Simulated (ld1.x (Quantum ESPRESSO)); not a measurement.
Xe: one change to a TM potential, before and after

```
Element                 : xenon (Xe)
Generator               : ld1.x (Quantum ESPRESSO) 7.5
Type                    : norm-conserving Troullier–Martins (Kleinman–Bylander form)
Functional              : PBE
Relativity              : scalar-relativistic
Frozen core             : [Kr] 4d10
Valence charge          : 8
Reference configuration : 5s2 5p6
Partial waves           : 5s (bound): rc 1.30 bohr; 5p (bound): rc 1.55 bohr; 5d channel at -0.1 Ry: rc 1.35 bohr
Local potential         : the d channel
Core correction         : none
```

Change: all radii scaled by about 1.39 (s 1.80, p 2.16, d 1.88 bohr).

Cutoffs: the cutoffs (Ry, on a coarse ladder) from which the occupation-weighted sum of valence levels, in a spherical-Bessel basis at the reference potential, stays within 10 and 1 mRy of its value at 400 Ry; they do not see the model core or the augmentation charge, which bear on the density cutoff. Errors are all-electron minus pseudo energies relative to the spin-unpolarised reference configuration.

Question: How do hardness, ghosts and transferability respond?

Answer: The potential gets softer (110 Ry and 200 Ry → 35 Ry and 55 Ry); both files keep a bound ghost (p, s); of the 6 tests that both files solve, the error grows in 5 and shrinks in 1 by more than 15 % and 0.3 meV (median size 16.3 → 29.8 meV). A larger radius leaves more room for a smooth pseudo-wave, so fewer plane waves are needed.

```tsv
quantity	base	changed
cutoff, loose	110 Ry	35 Ry
cutoff, tight	200 Ry	55 Ry
loose cutoff by channel (10 mRy a level)	s 70 Ry, p 40 Ry	s 18 Ry, p 15 Ry
bound ghosts	s, p	s, p
error for 5s2 5p5, meV [ΔE 12.54 eV]	-3.5	-11
error for 5s2 5p4, meV [ΔE 34.29 eV]	-11	-44
error for 5s2 5p3, meV [ΔE 66.01 eV]	-28	-106
error for 5s2 5p2, meV [ΔE 108.33 eV]	-54	-187
error for 5s2 5p5.5, meV [ΔE 5.17 eV]	-1.4	-3.1
error for 5s1 5p6, meV [ΔE 24.68 eV]	+21	-15
```

 A true bound ghost makes a file unfit for plane-wave use even where its test errors are small: the radial tests pick states by their node count and pass the ghost by.
